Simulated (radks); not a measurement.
Task: The table gives one normalised radial function P(r) = r R(r) of Sr+ in [Kr] 5d1 (r in bohr). Calculated with a radial shooting solver on a logarithmic mesh with Libxc functionals: scalar-relativistic Kohn-Sham, LDA (Slater exchange, Perdew-Wang correlation), spin-polarised, spherical densities, finite nucleus; open shells are filled with parallel spins first (spin-orbit coupling, left out, can overturn this in heavy ions); Fermi nuclear charge, rms radius 4.224 fm.

r,P
0.002882,0.0656
0.004584,0.0956
0.007349,0.1341
0.01169,0.1732
0.01874,0.1946
0.0298,0.1590
0.04778,0.0193
0.0766,-0.2080
0.1218,-0.3250
0.1953,-0.0414
0.3106,0.4527
0.498,0.3028
0.792,-0.5801
1.27,-0.9764
2.036,-0.4920
3.237,-0.0829
5.19,-0.0029
8.255,0.0000
13.23,0.0000
21.05,0.0000

Which n and l does it have? It may be an empty orbital.

Result: n = 4, l = 0: the number of nodes gives n - l - 1 = 3, the rise at small r (about r^(l+1), flatter next to the nucleus through relativity) gives l, and the extent must fit the shell. The curve is that of 4s down; the table hardly tells the two spins apart. 4s down: eigenvalue -50.509 eV, 3 radial nodes at r = 0.0500, 0.203, 0.594 bohr, <r> = 1.35 bohr, 90 % of the charge inside 1.98 bohr.
